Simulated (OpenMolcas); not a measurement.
Ir6+ among 4 point charges of -2.5 e arranged as a tetrahedron (Td).

| Property | Result |
| --- | --- |
| Program | OpenMolcas 26.06 |
| Method | SS-CASPT2, IPEA 0.25 Eh, imaginary shift 0.1 Eh (closed shells correlated: 4f 5s 5p) |
| Basis | ANO-RCC-VDZP [7s6p4d2f] |
| Scalar Hamiltonian | DKH2, point nucleus |
| Active space | 3 electrons in 5 orbitals (5d) |
| State averaging | 2S+1 = 4 even, 10 roots; 2S+1 = 2 even, 40 roots |
| Spin-orbit coupling | state interaction with AMFI integrals over the reference wave functions |

All point charges move together. At R = 2.04 Å the first state of the same spin is 2500 cm-1, and at R = 2.18 Å it is 1600 cm-1.

Problem. A third run gives 1440 cm-1. What distance was it run at?

Solution. With a power law R^-n the two known points give n = -ln(1600 / 2500) / ln(2.18 / 2.04) = 6.72. Then R = 2.04 × (2500 / 1440)^(1/6.72) = 2.215 Å. The run was at 2.29 Å, so the estimate is off by -0.075 Å.

Roots that are degenerate in the reference are averaged as groups; the widest CASPT2 spread within a group is 320 cm-1 (the 3-fold group of multiplicity 4 near 1440 cm-1 above the lowest state of its run, R = 2.29). Shifts and gaps below about the spread of the groups concerned are not significant. Point charges give a weaker field than real ligands, and real ions of this kind are as a rule low spin; the high spin found here belongs to the model. Free-ion shares, where given, are those of the reference states; single-state CASPT2 does not remix them. Spin-orbit coupling mixes the spin-free states strongly: the lowest level takes only 46 % from its leading state, 4T1 (figures for R = 2.04; the like holds for R = 2.18, R = 2.29). The ground term spreads over less than 5000 cm-1, several times less than with real ligands, so orbital moments are less quenched and χT lies further from the spin-only value than at real sites (holds for R = 2.18; R = 2.29). Point charges carry no covalency, so the field is a model and not that of real ligands. No measured value stands beside these numbers.
